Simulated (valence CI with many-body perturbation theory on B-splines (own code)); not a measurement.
## E1 transitions of Yb39+

Computed by configuration interaction combined with many-body perturbation theory (CI+MBPT): three valence electrons over a frozen Dirac-Fock core [Ar] 3d10, a basis of 11 s, 11 p, 10 d, 8 f, 5 g, 2 h functions for each j, with the one-electron correlation potential Σ1 (screened to all orders), the two-electron term Σ2, the three-electron term Σ3, Breit, model QED; selected single and double excitations, second order for the rest, scaled by the run's own slope (own B-spline code, finite nucleus).

No measured spectrum was set against this ion. As an estimate, large intervals hold to a few tenths of a per cent, small ones and those within an open d or f shell to about a per cent.

Lines 101 to 150 of 545 in falling wavelength, among levels below 51.989 Ry, chosen from the strongest by gf and those to the six lowest levels. Wavelengths and rates use the calculated energies. Electric multipoles are in the length gauge, E1 and E2 with the static RPA response of the core. Weak lines are less certain than strong ones. Lines between different terms over intervals too small for the method are left out, as are lines whose strength nearly cancels. Where a level lies close to another of its J and parity, the split of strength between their lines is uncertain. The highest levels of a list are the least certain.

Levels are named by their leading jj configuration (3d3/2^4 stands for four electrons in 3d with j = 3/2), which in mixed levels can hold well under half, so a name can repeat and another be missing. Letters in brackets count levels of one name in rising energy.

```
λ vac (Å)                          Upper                          Lower   A (s⁻¹)  log gf  Branch %
    77.90     (4s 4p3/2 4f7/2) J=5/2 [a]     (4s 4p3/2 4d5/2) J=5/2 [a]  9.24e+10   -0.30      26.3
    77.83          (4p3/2^2 4f5/2) J=7/2             (4s 4d5/2^2) J=5/2  7.13e+10   -0.29       6.9
    77.83  (4p3/2 4d3/2 4d5/2) J=3/2 [c]      (4p3/2^2 4d3/2) J=3/2 [a]  3.08e+11    0.05      30.0
    77.82          (4p1/2 4d5/2^2) J=9/2         (4s 4p1/2 4f7/2) J=9/2  1.21e+11    0.04      49.1
    77.79  (4p3/2 4d3/2 4d5/2) J=5/2 [c]      (4p3/2^2 4d3/2) J=3/2 [a]  6.84e+10   -0.43       7.7
    77.74  (4p1/2 4p3/2 4f7/2) J=7/2 [b]  (4p1/2 4p3/2 4d5/2) J=5/2 [b]  1.33e+11   -0.02      19.5
    77.73  (4p3/2 4d3/2 4d5/2) J=3/2 [b]     (4s 4d3/2 4d5/2) J=3/2 [b]  1.06e+11   -0.42      10.9
    77.71      (4p3/2^2 4d5/2) J=7/2 [a]         (4s 4p3/2 4d5/2) J=9/2  5.34e+10   -0.41      31.5
    77.71     (4s 4d3/2 4f7/2) J=9/2 [a]     (4s 4d3/2 4d5/2) J=7/2 [a]  1.45e+11    0.12      25.3
    77.70  (4p1/2 4p3/2 4d5/2) J=3/2 [b]          (4p1/2 4p3/2^2) J=5/2  1.47e+11   -0.27      28.5
    77.67         (4s 4d5/2 4f5/2) J=5/2     (4s 4p3/2 4f5/2) J=3/2 [a]  1.46e+11   -0.10      17.2
    77.62  (4p1/2 4p3/2 4f7/2) J=5/2 [b]  (4p1/2 4p3/2 4d5/2) J=5/2 [b]  2.33e+11    0.10      43.4
    77.60     (4s 4d5/2 4f7/2) J=9/2 [b]     (4s 4p3/2 4f5/2) J=7/2 [b]  4.46e+11    0.61      54.3
    77.59     (4s 4d3/2 4f7/2) J=9/2 [b]         (4s 4d3/2 4d5/2) J=9/2  1.21e+11    0.04      16.3
    77.58        (4s 4d5/2 4f5/2) J=11/2         (4s 4d3/2 4d5/2) J=9/2  2.02e+11    0.34      34.6
    77.56  (4p1/2 4p3/2 4f7/2) J=7/2 [c]  (4p1/2 4p3/2 4d5/2) J=7/2 [b]  5.41e+10   -0.41       6.0
    77.53     (4s 4p3/2 4f5/2) J=7/2 [a]             (4s^2 4f5/2) J=5/2  1.59e+11    0.06      24.6
    77.49         (4s 4p3/2 4d5/2) J=1/2             (4s 4p3/2^2) J=1/2  3.62e+11   -0.19      72.1
    77.48     (4s 4d3/2 4d5/2) J=7/2 [b]     (4s 4p3/2 4d3/2) J=5/2 [a]  5.28e+10   -0.42       6.8
    77.45          (4p3/2^2 4d5/2) J=9/2             (4s^2 4f7/2) J=7/2  2.09e+11    0.27      44.4
    77.38  (4p3/2 4d3/2 4d5/2) J=7/2 [b]     (4s 4d3/2 4d5/2) J=7/2 [b]  1.20e+11   -0.06      16.0
    77.37          (4p3/2 4d5/2^2) J=9/2             (4s 4d5/2^2) J=9/2  7.96e+10   -0.15       9.6
    77.33  (4p1/2 4p3/2 4f7/2) J=7/2 [a]  (4p1/2 4p3/2 4d5/2) J=5/2 [a]  1.97e+11    0.15      37.0
    77.21         (4s 4p1/2 4f5/2) J=7/2     (4s 4p1/2 4d5/2) J=5/2 [a]  5.08e+10   -0.44      14.6
    77.20  (4p1/2 4p3/2 4f7/2) J=7/2 [b]     (4s 4p1/2 4f7/2) J=7/2 [b]  7.39e+10   -0.28      10.8
    77.15  (4p3/2 4d3/2 4d5/2) J=5/2 [c]     (4s 4p3/2 4f5/2) J=3/2 [a]  6.34e+10   -0.47       7.1
    77.15     (4s 4p1/2 4f7/2) J=7/2 [b]     (4s 4p1/2 4d5/2) J=5/2 [b]  1.61e+11    0.06      30.8
    77.02  (4p1/2 4d3/2 4d5/2) J=7/2 [b]     (4s 4p1/2 4f5/2) J=5/2 [a]  6.33e+10   -0.35       9.0
    77.01    (4s 4d5/2 4f7/2) J=11/2 [b]          (4p3/2^2 4d5/2) J=9/2  1.97e+11    0.32      19.7
    76.99      (4p1/2 4p3/2 4f5/2) J=9/2  (4p1/2 4p3/2 4d5/2) J=7/2 [a]  1.64e+11    0.16      29.6
    76.97  (4p1/2 4p3/2 4f5/2) J=3/2 [b]  (4p1/2 4p3/2 4d5/2) J=3/2 [a]  1.31e+11   -0.33      24.6
    76.96     (4s 4p3/2 4d3/2) J=3/2 [b]             (4s^2 4d3/2) J=3/2  1.74e+11   -0.21      23.4
    76.92  (4p1/2 4p3/2 4f7/2) J=5/2 [b]  (4p1/2 4p3/2 4d5/2) J=3/2 [a]  8.78e+10   -0.33      16.4
    76.92     (4s 4d5/2 4f5/2) J=7/2 [a]     (4s 4p3/2 4f5/2) J=5/2 [a]  2.70e+11    0.28      27.2
    76.80     (4s 4p1/2 4d5/2) J=5/2 [b]         (4s 4p1/2 4p3/2) J=5/2  1.71e+11   -0.04      67.7
    76.79         (4s 4p3/2 4f7/2) J=3/2     (4s 4p3/2 4d3/2) J=5/2 [b]  9.95e+10   -0.45      13.4
    76.79         (4s 4d5/2 4f7/2) J=7/2     (4s 4p3/2 4f7/2) J=9/2 [a]  7.18e+10   -0.29      19.2
    76.76  (4p1/2 4p3/2 4f5/2) J=5/2 [b]         (4s 4p1/2 4f5/2) J=3/2  1.30e+11   -0.16      23.7
    76.76             (4s 4d5/2^2) J=7/2     (4s 4p3/2 4d5/2) J=5/2 [b]  7.62e+11    0.73      65.1
    76.75     (4s 4p3/2 4f7/2) J=9/2 [a]         (4s 4p3/2 4d5/2) J=9/2  1.58e+11    0.14      77.6
    76.74     (4s 4p3/2 4f5/2) J=3/2 [b]         (4s 4p3/2 4d5/2) J=3/2  1.14e+11   -0.40       9.5
    76.67     (4s 4p3/2 4f7/2) J=9/2 [c]     (4s 4p3/2 4d5/2) J=7/2 [b]  9.66e+11    0.93      87.5
    76.66  (4p1/2 4p3/2 4d5/2) J=7/2 [b]          (4p1/2 4p3/2^2) J=5/2  4.59e+11    0.51      79.4
    76.65          (4p3/2^2 4d5/2) J=3/2            (4p3/2^3) J=3/2 [b]  5.53e+11    0.29      42.7
    76.64  (4p3/2 4d3/2 4d5/2) J=1/2 [b]      (4p3/2^2 4d3/2) J=3/2 [b]  2.69e+11   -0.32      25.8
    76.64     (4s 4p1/2 4d5/2) J=5/2 [a]     (4s 4p1/2 4p3/2) J=3/2 [a]  2.28e+11    0.08      99.0
    76.62  (4p1/2 4p3/2 4d5/2) J=5/2 [b]     (4s 4p1/2 4d5/2) J=5/2 [b]  2.86e+11    0.18      56.2
    76.53          (4p3/2 4d5/2^2) J=5/2      (4p3/2^2 4d5/2) J=7/2 [a]  1.62e+11   -0.07      27.5
    76.52     (4s 4d3/2 4d5/2) J=3/2 [c]            (4p3/2^3) J=3/2 [a]  2.48e+11   -0.06      27.7
    76.50         (4s 4d5/2 4f5/2) J=9/2     (4s 4p3/2 4f5/2) J=7/2 [a]  1.46e+11    0.11      16.8
```
